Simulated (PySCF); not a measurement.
## Excitation energy of Te²⁺ by level of theory

Te²⁺ [Kr] 4d10 5s2 5p2 (3P) → Te²⁺ [Kr] 4d10 5s1 5p2 6s1 (5P), as a difference of total energies. Computed with PySCF 2.14 in aug-cc-pVTZ-PP with ECP28MDF, with a scalar-relativistic core potential. Correlated levels: valence: 4s2 4p6 4d10 frozen. The calculations carry no spin-orbit coupling.

```
           method  excitation energy (eV)
              UHF                  19.726
    MP2 (valence)                  20.572
SCS-MP2 (valence)                  20.949
   CCSD (valence)                  20.699
CCSD(T) (valence)                  20.704
```

How much does correlation contribute at CCSD(T) (valence)?

20.704 − (19.726) = 0.978 eV, measured against UHF.

The promoted electron is Rydberg-like, and one or two diffuse shells describe it only roughly, which tends to raise the upper state.

The coupled-cluster amplitudes are large for the upper state (T1 above 0.03 or a double amplitude above 0.15), so a single reference is strained.
